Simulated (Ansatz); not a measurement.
Sn12GeH20⁻, an alloyed cluster cut from the lattice of tin (1 Ge, core), relaxed as a doublet with UKS PBE-D4/def2-SVP in Ansatz, starting from the PBE-D4/def2-SVP geometry of the neutral singlet. Force threshold 0.03 eV/Å.

In the def2 sets Sn takes a core potential; there is no spin–orbit coupling. Single mean-field runs in def2-SVP are fitted with def2-universal-jkfit.

Start:

```xyz
33

Sn    3.2893   -0.3807   -2.5598
Sn   -3.6638   -2.3360    1.2416
Sn   -1.2646   -0.3456   -2.7029
Sn    0.9364   -2.1555    0.9483
Sn    3.0894    1.5835    1.5738
Sn   -1.2688    1.5969    1.5033
Sn    0.9733    3.5570   -1.9756
Sn   -1.2673   -3.6927    1.8003
Sn    0.9745   -1.8236   -1.8498
Sn    3.2421    2.0823   -1.1938
Sn   -3.5722    0.2304    2.3826
Sn   -1.3214    2.0787   -1.2726
Ge    0.8971    0.2124    2.1243
H     3.3461   -0.1259   -4.2780
H     4.7136   -1.2737   -2.1218
H    -5.0368   -3.2289    1.8228
H    -3.8336   -2.1788   -0.4790
H    -1.1155   -0.0063   -4.4018
H    -2.7346   -1.2428   -2.4810
H     2.4152   -2.9512    1.4200
H     4.4800    0.6845    2.1012
H     3.0680    3.0815    2.4546
H    -1.1593    3.1349    2.3187
H     1.0025    3.8626   -3.6862
H     0.9641    5.0984   -1.1743
H    -1.2460   -5.2531    1.0369
H    -1.1546   -3.9533    3.5141
H     0.9802   -3.3896   -2.6146
H     4.6904    2.9857   -1.5442
H    -5.0001    1.1365    1.9843
H    -3.5213    0.0777    4.1122
H    -2.7625    2.9727   -1.6743
H     0.8602   -0.0381    3.6705
```

```
         step   energy (eV)  largest force component (eV/Å)  SCF passes
            1  -126811.6442                           0.250          25
            2  -126811.8158                           0.253          28
            3  -126811.8501                           0.180          23
            4  -126811.9087                           0.174          27
            5  -126811.9297                           0.098          27
            6  -126811.9624                           0.193          27
            7  -126812.0006                           0.221          25
            8  -126812.0475                           0.243          25
            9  -126812.1265                           0.130          25
           10  -126812.1704                           0.122          21
           11  -126812.1857                           0.232          22
           12  -126812.2076                           0.057          20
13 (rejected)  -126812.2035                           0.132          21
           14  -126812.2153                           0.069          21
           15  -126812.2177                           0.030          20
           16  -126812.2195                           0.025          17
           17  -126812.2232                           0.066          20
           18  -126812.2251                           0.126          20
19 (rejected)  -126812.2198                           0.140          20
           20  -126812.2290                           0.044          20
21 (rejected)  -126812.2287                           0.075          20
           22  -126812.2304                           0.023          20
           23  -126812.2312                           0.019          17
           24  -126812.2320                           0.012          20
```

Force components are those of the run's own axes.

End:

Cartesian coordinates in Å:
```
Sn 3.1836 -0.4292 -2.3367
Sn -3.6892 -2.4440 1.1065
Sn -1.1750 -0.3460 -2.6182
Sn 0.7319 -2.2637 1.3324
Sn 3.2416 2.0538 1.5343
Sn -1.0448 1.5696 1.5954
Sn 0.9210 3.5674 -2.0597
Sn -1.5128 -4.2041 1.5600
Sn 0.9061 -1.8942 -1.4995
Sn 3.2594 2.1933 -1.2866
Sn -3.2957 0.0443 2.3877
Sn -1.3004 2.0702 -1.1727
Ge 1.2534 0.3366 2.1481
H 3.3070 -0.3402 -4.0811
H 4.6598 -1.2250 -1.8429
H -5.2608 -3.0098 1.6367
H -3.9203 -2.0787 -0.5831
H -0.8525 0.0389 -4.2930
H -2.7242 -1.1416 -2.6194
H 2.2421 -3.1773 1.5218
H 4.7910 1.3972 2.0213
H 3.2472 3.6902 2.1851
H -1.2042 3.1309 2.3804
H 0.8634 3.8273 -3.7861
H 0.9211 5.1713 -1.3671
H -1.9288 -5.7269 0.7484
H -1.7506 -4.6023 3.2601
H 0.9612 -3.3636 -2.4588
H 4.6457 3.0455 -1.9406
H -4.7275 1.0415 2.2205
H -3.1818 -0.2335 4.1103
H -2.7667 2.9552 -1.5346
H 1.1998 0.3469 3.7308
```

By distances, no bond broke or formed. The bond that changes most is Sn4–Sn8, from 2.82 to 2.98 Å (atoms count from 1).

The force fell under the threshold at step 16, but the optimiser went on and released 0.012 eV more. No frequencies were taken in this run, so the end may be a saddle point.

It took 2 min on 2 threads of AMD EPYC 7R13 on a shared host and a share (18 GiB) of an NVIDIA H100 80GB HBM3.
